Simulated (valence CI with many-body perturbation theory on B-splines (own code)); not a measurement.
**Sc IX: what the settings do**

Calculated by relativistic CI+MBPT: three valence electrons over a frozen Dirac-Fock core [Ne], a basis of 6 s, 6 p, 5 d, 3 f, 1 g functions for each j, with the one-electron correlation potential Σ1, the two-electron term Σ2, the three-electron term Σ3, Breit, model QED; selected CI, second order for the rest, scaled by the run's own slope (own B-spline code, finite nucleus).

No measured levels were compared; by estimate levels of excited configurations hold to 0.05 to 0.15 % of their energy, terms of the ground configuration to about 0.5 %.

The reference run has the lowest level 3s2.3p 2P°_1/2 and an ionisation energy of 180.731 eV. Its largest variational space holds 3064 state functions.

Names give the largest LS component (configuration and term), which can be under half, so a name can repeat, a term be missing and a line seem to break the LS rules; names also repeat where a configuration has a term twice.

| Level | Reference (cm⁻¹) | Shift (cm⁻¹) |
| --- | --- | --- |
| 3s2.3p 2P°_3/2 | 5768 | -0.5 |
| 3s.3p2 4P_1/2 | 144806 | -156 |
| 3s.3p2 4P_3/2 | 146955 | -157 |
| 3s.3p2 4P_5/2 | 150089 | -157 |
| 3s.3p2 2D_3/2 | 191647 | -136 |
| 3s.3p2 2D_5/2 | 192026 | -136 |
| 3s.3p2 2S_1/2 | 240779 | -160 |
| 3s.3p2 2P_1/2 | 256210 | -172 |
| 3s.3p2 2P_3/2 | 259537 | -173 |
| 3s2.3d 2D_3/2 | 314166 | +36 |
| 3s2.3d 2D_5/2 | 314522 | +36 |
| 3p3 2D°_3/2 | 374256 | -258 |

The ionisation energy moves by +0.0022 eV.

Task: Which of these changes was made?
A. core polarisation of operators on → off
B. orbitals per symmetry with explicit Σ2 and valence Breit (the others get mean screening factors) 5 → 1
C. highest l with Σ1, explicit Σ2 and valence Breit (higher l get mean screening factors) 3 → 1
D. logarithmic knot step 0.27 → 0.8

Result: D. logarithmic knot step 0.27 → 0.8.
